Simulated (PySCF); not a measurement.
Isomers of C7H10O, from PBE0-D3(BJ)/def2-SVP geometry optimisation, gas phase (PySCF 2.14.0). One conformer each, no zero-point energy, no frequencies.

Question: Which is lower in electronic energy at this level?
A. `[CH3:1][C@@H:2]1[CH2:3][CH:4]=[CH:5][C:6](=[O:7])[CH2:8]1` with C1–C2–C3–C4 -173°, C2–C3–C4–C5 21°, C4–C5–C6–O7 -178°, C5–C6–C8–C2 -33°: A = 3381, B = 1758, C = 1212 MHz, dipole 3.76 D
B. `O=C1C[C@@H]2CC[C@H]1C2`: A = 3461, B = 2118, C = 1900 MHz, dipole 3.04 D

Answer: B. That is `O=C1C[C@@H]2CC[C@H]1C2`, 7.6 kcal/mol below the other.

```
                SMILES                                               mapped SMILES      E (Eh)  relative (kcal/mol)  relative (kJ/mol)  dipole (D)
O=C1C[C@@H]2CC[C@H]1C2  [O:1]=[C:2]1[CH2:3][C@@H:4]2[CH2:5][CH2:6][C@H:7]1[CH2:8]2  -347.35029                  0.0                0.0        3.04
   C[C@@H]1CC=CC(=O)C1   [CH3:1][C@@H:2]1[CH2:3][CH:4]=[CH:5][C:6](=[O:7])[CH2:8]1  -347.33823                  7.6               31.7        3.76
```

As drawn, the higher has a C=C bond outside aromatic rings, which the lower lacks.
